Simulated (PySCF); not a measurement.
Cartesian coordinates (Å):
SMILES: C=C[C]=O
```xyz
7

C     -1.0435    -0.2729     0.1473
C      0.1979     0.3782     0.2021
C      1.3052    -0.0077    -0.4315
O      2.2727    -0.3322    -0.9765
H     -1.1892    -1.1642    -0.4419
H     -1.8751     0.1231     0.7056
H      0.3320     1.2757     0.7949
```
Charge 0, spin multiplicity 2.

Predict the highest occupied spin orbital, total energy and dipole moment from CAM-B3LYP-D3(BJ)/def2-TZVP run with PySCF 2.14.0.


```json
{
  "highest_occupied_spin_orbital": "-6.24 eV",
  "total_energy": "-5204.24 eV",
  "dipole_moment": "1.21 D"
}
```
